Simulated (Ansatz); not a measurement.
Steps of a relaxation of C₂H₈OSeSn, SMILES `C[O][SnH]([CH3])[SeH]` with RKS PBE0-D4/def2-TZVP.

```sh
$ ansatz run in.yaml --threads 2 --pin off --events-out ev --progress --plain --max-ram 22528MiB --backend cuda --devices 0, --max-vram 18GiB
```

```yaml
crystal:
  periodic: [false, false, false]
  atoms:
    - {symbol: C, position_ang: [-0.479010, -2.077260, -0.323670]}
    - {symbol: O, position_ang: [-0.190860, -1.118990, 0.646490]}
    - {symbol: Sn, position_ang: [0.836890, 0.600930, 0.372480]}
    - {symbol: C, position_ang: [-0.285200, 1.906690, -0.999810]}
    - {symbol: Se, position_ang: [0.738850, 1.225210, 2.784670]}
    - {symbol: H, position_ang: [-1.127720, -1.683630, -1.110150]}
    - {symbol: H, position_ang: [0.424160, -2.482440, -0.784870]}
    - {symbol: H, position_ang: [-1.002570, -2.889770, 0.183220]}
    - {symbol: H, position_ang: [2.425300, 0.178820, -0.235520]}
    - {symbol: H, position_ang: [-1.261390, 2.069820, -0.552970]}
    - {symbol: H, position_ang: [0.230510, 2.851820, -1.114800]}
    - {symbol: H, position_ang: [-0.395080, 1.427560, -1.966130]}
    - {symbol: H, position_ang: [0.086130, -0.008770, 3.101050]}
basis:
  gaussian: {orbitals: def2-TZVP}
hamiltonian: {xc: pbe0, dispersion: d4}
relax: {f_tol: 0.005, max_steps: 150}
```

Positions (Å) and forces (eV/Å) along the path, 12 of 34 steps:

```xyz
13
step=1 energy=-75422.8017 eV
C    -0.479   -2.077   -0.324    0.072    0.211    0.138
O    -0.191   -1.119    0.646    0.457    0.945    0.171
Sn    0.837    0.601    0.372   -0.587   -0.820   -0.817
C    -0.285    1.907   -1.000    0.330   -0.516    0.709
Se    0.739    1.225    2.785    0.518    1.122    0.157
H    -1.128   -1.684   -1.110   -0.130   -0.029   -0.199
H     0.424   -2.482   -0.785    0.135   -0.157   -0.158
H    -1.003   -2.890    0.183   -0.073   -0.173   -0.104
H     2.425    0.179   -0.236   -0.396    0.153    0.190
H    -1.261    2.070   -0.553   -0.105    0.035    0.037
H     0.231    2.852   -1.115    0.135    0.197   -0.008
H    -0.395    1.428   -1.966    0.045   -0.152   -0.139
H     0.086   -0.009    3.101   -0.401   -0.816    0.024
13
step=5 energy=-75422.9175 eV rejected
C    -0.448   -2.044   -0.372   -0.197   -0.318   -0.256
O    -0.226   -1.147    0.687   -0.142   -0.077   -0.146
Sn    0.774    0.524    0.381    0.024    0.036   -0.027
C    -0.323    1.816   -0.920   -0.040   -0.088    0.022
Se    0.874    1.374    2.752   -0.013   -0.023    0.012
H    -0.896   -1.554   -1.278    0.284   -0.320    0.555
H     0.496   -2.553   -0.678   -0.505    0.188    0.060
H    -1.171   -2.829   -0.029    0.542    0.557   -0.248
H     2.317    0.129   -0.258   -0.008   -0.024    0.023
H    -1.300    2.026   -0.486    0.013   -0.015    0.002
H     0.225    2.748   -1.047    0.030    0.042    0.002
H    -0.445    1.339   -1.893   -0.009    0.005    0.005
H     0.123    0.170    3.142    0.023    0.037   -0.002
13
step=11 energy=-75422.9416 eV rejected
C    -0.448   -2.071   -0.375    0.095    0.117   -0.042
O    -0.443   -1.093    0.639   -0.030   -0.128   -0.175
Sn    0.668    0.514    0.378    0.024    0.067   -0.016
C    -0.303    1.884   -0.941    0.001   -0.029    0.054
Se    0.770    1.450    2.721   -0.175   -0.594    0.196
H    -0.942   -1.723   -1.299    0.079   -0.013    0.117
H     0.568   -2.414   -0.639   -0.133    0.056    0.022
H    -1.005   -2.939   -0.018   -0.031   -0.037    0.057
H     2.179   -0.054   -0.209   -0.018    0.005    0.017
H    -1.283    2.125   -0.530   -0.001    0.005   -0.003
H     0.285    2.798   -1.036    0.000   -0.030    0.005
H    -0.422    1.427   -1.923    0.007    0.000   -0.018
H     0.377    0.094    3.232    0.180    0.581   -0.214
13
step=12 energy=-75422.9506 eV
C    -0.456   -2.041   -0.385   -0.015    0.004    0.018
O    -0.370   -1.100    0.653    0.009   -0.014    0.007
Sn    0.725    0.517    0.390   -0.018   -0.027   -0.051
C    -0.306    1.832   -0.932    0.021    0.030    0.002
Se    0.832    1.422    2.740    0.002    0.028    0.015
H    -0.983   -1.647   -1.266    0.001   -0.004   -0.007
H     0.528   -2.404   -0.714    0.012    0.002   -0.001
H    -1.022   -2.904   -0.021   -0.001   -0.002   -0.004
H     2.248   -0.004   -0.208   -0.001   -0.003    0.009
H    -1.292    2.039   -0.519   -0.008    0.005    0.001
H     0.248    2.766   -1.034   -0.010    0.005   -0.003
H    -0.408    1.368   -1.914    0.007   -0.009    0.014
H     0.254    0.156    3.209    0.001   -0.016    0.000
13
step=14 energy=-75422.9529 eV
C    -0.455   -2.061   -0.378   -0.003    0.019    0.010
O    -0.426   -1.090    0.636    0.005   -0.025   -0.041
Sn    0.687    0.517    0.380    0.003   -0.004    0.000
C    -0.302    1.868   -0.939    0.007    0.000   -0.008
Se    0.788    1.434    2.727   -0.045   -0.099    0.055
H    -0.966   -1.706   -1.285    0.017   -0.013    0.015
H     0.549   -2.406   -0.667   -0.017    0.013    0.004
H    -1.008   -2.930   -0.008   -0.001    0.003    0.001
H     2.204   -0.037   -0.203   -0.008   -0.003    0.002
H    -1.293    2.080   -0.540   -0.003    0.005   -0.002
H     0.262    2.798   -1.022   -0.002   -0.010    0.009
H    -0.393    1.415   -1.927   -0.001    0.004    0.008
H     0.352    0.116    3.227    0.049    0.111   -0.052
13
step=17 energy=-75422.9561 eV rejected
C    -0.466   -2.096   -0.393    0.026    0.030   -0.013
O    -0.545   -1.081    0.574   -0.017   -0.027   -0.040
Sn    0.595    0.516    0.389    0.040   -0.018    0.008
C    -0.299    1.910   -0.950   -0.014    0.028    0.017
Se    0.606    1.474    2.723    0.041   -0.489    0.164
H    -0.911   -1.797   -1.354    0.016   -0.006    0.031
H     0.568   -2.421   -0.587   -0.033    0.009    0.006
H    -1.022   -2.964   -0.027   -0.001   -0.009    0.003
H     2.122   -0.079   -0.132   -0.036    0.009    0.033
H    -1.296    2.156   -0.586    0.007    0.000   -0.010
H     0.303    2.817   -1.003   -0.007   -0.008   -0.002
H    -0.373    1.469   -1.945    0.003   -0.006    0.004
H     0.716    0.096    3.291   -0.025    0.486   -0.201
13
step=22 energy=-75422.9694 eV
C    -0.471   -2.122   -0.408    0.007    0.010   -0.011
O    -0.639   -1.068    0.503   -0.007   -0.002   -0.001
Sn    0.544    0.504    0.389    0.002   -0.002    0.003
C    -0.299    1.938   -0.939   -0.003   -0.004    0.001
Se    0.546    1.471    2.715    0.015   -0.086    0.034
H    -0.858   -1.875   -1.407    0.006   -0.009    0.004
H     0.581   -2.427   -0.521   -0.009    0.002    0.002
H    -1.027   -2.990   -0.041   -0.002   -0.001    0.001
H     2.067   -0.131   -0.081   -0.004    0.001    0.005
H    -1.301    2.189   -0.593    0.001    0.001   -0.001
H     0.315    2.838   -0.965    0.003   -0.001    0.001
H    -0.358    1.513   -1.942    0.000    0.004   -0.003
H     0.901    0.162    3.290   -0.008    0.086   -0.034
13
step=23 energy=-75422.9704 eV
C    -0.476   -2.132   -0.418    0.016    0.008   -0.023
O    -0.676   -1.065    0.471   -0.004   -0.003    0.002
Sn    0.520    0.499    0.394    0.009   -0.018   -0.012
C    -0.299    1.943   -0.939   -0.009    0.011    0.020
Se    0.505    1.462    2.721    0.067   -0.183    0.105
H    -0.836   -1.903   -1.432    0.010   -0.007    0.019
H     0.580   -2.434   -0.497   -0.020    0.005    0.002
H    -1.039   -2.997   -0.053   -0.003   -0.004   -0.001
H     2.049   -0.136   -0.054   -0.002   -0.007    0.005
H    -1.303    2.201   -0.601    0.002    0.005   -0.005
H     0.322    2.839   -0.952   -0.002    0.001   -0.003
H    -0.352    1.525   -1.944    0.006   -0.006    0.004
H     1.005    0.197    3.303   -0.070    0.200   -0.113
13
step=27 energy=-75422.9735 eV
C    -0.483   -2.152   -0.431    0.007   -0.001   -0.012
O    -0.741   -1.058    0.410    0.013   -0.010   -0.014
Sn    0.481    0.489    0.398   -0.003   -0.007    0.002
C    -0.301    1.960   -0.926   -0.002   -0.004   -0.003
Se    0.438    1.437    2.731    0.044   -0.062    0.036
H    -0.769   -1.954   -1.474    0.009   -0.002    0.026
H     0.575   -2.459   -0.427   -0.024    0.012    0.002
H    -1.073   -3.005   -0.082    0.001    0.006   -0.002
H     2.013   -0.164   -0.006   -0.001    0.001   -0.002
H    -1.308    2.223   -0.604   -0.001    0.002   -0.002
H     0.330    2.849   -0.918    0.001   -0.002    0.003
H    -0.341    1.552   -1.937   -0.001    0.002    0.000
H     1.179    0.283    3.266   -0.044    0.065   -0.034
13
step=32 energy=-75422.9738 eV
C    -0.480   -2.153   -0.427    0.000    0.002    0.001
O    -0.739   -1.058    0.411    0.001   -0.001   -0.001
Sn    0.482    0.489    0.395   -0.004    0.007    0.000
C    -0.305    1.960   -0.925    0.001   -0.002   -0.004
Se    0.449    1.439    2.728    0.003   -0.005   -0.002
H    -0.740   -1.947   -1.475    0.000   -0.001    0.000
H     0.571   -2.476   -0.400    0.000    0.000    0.000
H    -1.092   -2.997   -0.094   -0.001   -0.001    0.000
H     2.013   -0.162   -0.016   -0.001    0.001    0.000
H    -1.313    2.221   -0.603    0.001   -0.002    0.001
H     0.323    2.851   -0.914    0.001   -0.001    0.000
H    -0.343    1.556   -1.937   -0.001    0.003   -0.002
H     1.175    0.277    3.257    0.000    0.001    0.007
13
step=33 energy=-75422.9738 eV
C    -0.479   -2.155   -0.425    0.003    0.000   -0.001
O    -0.745   -1.055    0.404    0.000   -0.001   -0.003
Sn    0.479    0.490    0.392    0.004   -0.002   -0.003
C    -0.308    1.964   -0.926   -0.001    0.000    0.001
Se    0.453    1.434    2.728    0.002   -0.004    0.003
H    -0.716   -1.953   -1.479    0.002   -0.001    0.008
H     0.569   -2.488   -0.375   -0.007    0.003    0.000
H    -1.105   -2.992   -0.100    0.002    0.001   -0.002
H     2.009   -0.161   -0.021    0.000    0.000   -0.001
H    -1.316    2.222   -0.603   -0.001    0.000   -0.001
H     0.319    2.856   -0.911    0.001    0.000    0.001
H    -0.345    1.563   -1.938    0.000    0.000    0.000
H     1.184    0.274    3.254   -0.004    0.005   -0.002
13
step=34 energy=-75422.9738 eV
C    -0.479   -2.156   -0.423   -0.002   -0.001    0.003
O    -0.745   -1.054    0.403    0.003   -0.002   -0.004
Sn    0.480    0.490    0.390   -0.004    0.001    0.004
C    -0.308    1.965   -0.925    0.002    0.001    0.000
Se    0.452    1.433    2.726    0.002    0.001   -0.001
H    -0.713   -1.955   -1.479    0.000    0.000    0.001
H     0.569   -2.488   -0.371   -0.001    0.000    0.000
H    -1.106   -2.992   -0.098    0.002    0.000   -0.002
H     2.010   -0.162   -0.025   -0.001    0.000    0.000
H    -1.316    2.223   -0.602    0.001   -0.001    0.001
H     0.319    2.857   -0.909   -0.001    0.001   -0.001
H    -0.346    1.566   -1.939    0.000    0.000    0.000
H     1.182    0.273    3.254   -0.001    0.000   -0.002
```

Hardware: 2 threads of an AMD EPYC 7R13 on a shared host and a share of an NVIDIA H100 80 GB. Wall time 72 s, peak host memory 0.97 GiB.
